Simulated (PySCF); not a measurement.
# How methods differ on the ionisation energy of Kr¹⁴⁺

Kr¹⁴⁺ [Ar] 3d4 (5D) → Kr¹⁵⁺ [Ar] 3d3 (4F), as a difference of total energies. All numbers are calculated (PySCF 2.14, no relativity, point nucleus, in an even-tempered Gaussian basis (17 s from 1.1 bohr⁻², ratio 2.5; 11 p from 1.4 bohr⁻², ratio 2.5; 8 d from 1.4 bohr⁻², ratio 2.5; 4 f from 5.7 bohr⁻², ratio 2.7; 4 g from 8.6 bohr⁻², ratio 2.7)). Correlated levels: outer shells: [Ne] frozen; virtual orbitals above 40 to 60 times the deepest correlated orbital energy dropped. The calculations carry no spin-orbit coupling.

```tsv
method	ionisation energy (eV)
UHF	493.01
LDA	494.18
PBE	493.44
PBE0	493.76
r2SCAN	493.32
TPSS	492.96
M06-L	494.13
MP2 (outer shells)	493.88
SCS-MP2 (outer shells)	493.45
```

Problem. How much does correlation contribute at MP2 (outer shells)?

Solution. 493.88 − (493.01) = 0.87 eV, measured against UHF.

A first-order spin-orbit estimate (lowest level to lowest level, LS coupling) adds -0.396 eV.

All relativistic terms are absent from these numbers, so their closeness to the reference says little about the methods.

For comparison: 492 ± 5 eV (theoretical estimate listed by NIST; NIST Atomic Spectra Database, ionization energies).
